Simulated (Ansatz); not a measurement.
Program: Ansatz. Geometries: PBE0-D4/def2-TZVP. ΔE: electronic, gas phase. CCSD(T)/CBS is the MP2 limit (def2-TZVPP, def2-QZVPP) plus CCSD(T) − MP2 in def2-TZVPP, frozen cores. For Se outer-core shells are correlated without core-valence functions, which leaves a few kJ/mol of doubt a bond. Scalar relativity is left out up to krypton. One conformer a species, not always the lowest.

Consider the isomerisation: `CC[Se]BF` → `CB[Se]CF`.

`CC[Se]BF`:

```xyz
11

C    -0.007    0.862   -1.217
C    -0.838   -0.184   -0.508
Se    0.238   -1.666    0.206
B     0.863   -0.865    1.835
F     0.505    0.365    2.179
H    -0.657    1.637   -1.635
H     0.569    0.426   -2.034
H     0.690    1.343   -0.529
H    -1.551   -0.661   -1.182
H    -1.394    0.236    0.330
H     1.582   -1.490    2.555
```

`CB[Se]CF`:

```xyz
11

C    -1.926    0.300   -0.974
B    -0.631    0.261   -0.114
Se    0.892   -0.760   -0.666
C     2.093   -0.414    0.832
F     2.013   -1.405    1.773
H    -2.173    1.339   -1.222
H    -1.894   -0.279   -1.899
H    -2.768   -0.061   -0.372
H    -0.527    0.867    0.913
H     3.112   -0.383    0.445
H     1.809    0.535    1.284
```

```csv
species,CCSD/CBS(def2) energy (Eh)
`CC[Se]BF`,-2605.04961
`CB[Se]CF`,-2604.98281
```

**Question.** Work out ΔE.

**Answer.** ΔE = (-2604.98281) − (-2605.04961) = 0.06680 Eh = +1.82 eV. CCSD(T)/CBS gives +1.81 eV.

Largest T1 diagnostic among the species: 0.012.

From PBE to PBE0 (25 % exact exchange), in def2-TZVPP and without D4, ΔE moves by +0.05 eV.
